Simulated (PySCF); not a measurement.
**Correlation energy of Ag⁺ (silver, charge +1)**

[Kr] 4d9 5p1, one real determinant (an excited configuration). All numbers are calculated (PySCF 2.14, a scalar-relativistic core potential, in aug-cc-pVDZ-PP with ECP28MDF (5s5p4d2f, 54 functions)). Frozen: 4s2 4p6; 10 electrons correlated.

| level | correlation energy (mhartree) |
| --- | --- |
| CCSD | -241.70 |
| (T) | -4.65 |
| CCSD(T) | -246.35 |

Diagnostics: T1 = 0.011, D1 = 0.0473, largest double amplitude 0.040.

The real determinant used has ⟨L²⟩ near 8 against 12 for a pure F term, so it mixes terms.

Cost of the coupled-cluster step: roughly 5 core-seconds, for 10 correlated electrons.

The reference is one real determinant that mixes LS terms of this configuration.
